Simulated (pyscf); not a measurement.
H₃C–CH⁺–CH₂–CH₃ -> H₃C–C⁺(CH₃)–CH₃, a concerted two-bond exchange (singlet surface; C–C, C–H broken, C–H, C–C formed). Single points on ωB97X-D3(BJ)/def2-SVP structures (PySCF, gas phase). MP2 and CC: frozen core, UHF for open shells. ΔMP2 is the change of the MP2 total energy from the triple- to the quadruple-zeta basis. Energies in eV from the reactant's lowest minimum found.

Small-basis levels: PySCF, no dispersion term, spherical d functions. 

Question: In single points B3LYP/LANL2DZ puts the saddle at 0.84 eV and the reaction energy at -0.69 eV. Should these be trusted to within a few kcal/mol? Compare with CCSD(T)/def2-TZVPP + ΔMP2(QZVPP).

Answer: CCSD(T)/def2-TZVPP + ΔMP2(QZVPP) gives ΔE‡ = 0.82 eV and ΔE = -0.61 eV. B3LYP/LANL2DZ lies 0.02 eV over it in the barrier and 0.08 eV under it in the reaction energy, so on this step it holds to within 0.13 eV. CCSD(T)/def2-TZVPP + ΔMP2(QZVPP) has limits of its own. One saddle was located; it need not be the lowest between these sides. The CCSD(T) − MP2 part came from Ansatz, without density fitting, on the same reference.
